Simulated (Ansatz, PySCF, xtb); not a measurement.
Reaction R1 + R2 → P1 + P2, each structure at its B3LYP-D3(BJ)/def2-TZVP stationary point, reached from a drawn start (curvature not checked).
R1: ILi (SMILES [Li][I]), charge 0, multiplicity 1.
R2: CsF (SMILES [F][Cs]), charge 0, multiplicity 1.
P1: FLi (SMILES [Li][F]), charge 0, multiplicity 1.
P2: CsI (SMILES [I][Cs]), charge 0, multiplicity 1.

P less R. No zero-point or thermal terms; no spin–orbit coupling.

Run with Ansatz (a quantum-chemistry and plane-wave program); PySCF for M06-2X and the D3/D4 terms; xtb for the GFN methods. No computed number here is a measurement. Elements past Kr take the def2 small-core potentials, without spin–orbit coupling.

| level | reaction energy (eV) |
|---|---|
| GFN2-xTB | -1.573 |
| HF/def2-TZVPP | -0.701 |
| PBE-D4/def2-TZVPP | -0.479 |
| revPBE/def2-TZVPP | -0.475 |
| r2SCAN/def2-TZVPP | -0.495 |
| B3LYP-D4/def2-TZVPP | -0.566 |
| PBE0/def2-TZVPP | -0.534 |
| M06-2X/def2-TZVPP | … |
| CAM-B3LYP/def2-TZVPP | … |

**Question.** Some entries are withheld; supply them.

**Answer.** 
- M06-2X/def2-TZVPP, reaction energy (eV): -0.589
- CAM-B3LYP/def2-TZVPP, reaction energy (eV): -0.569
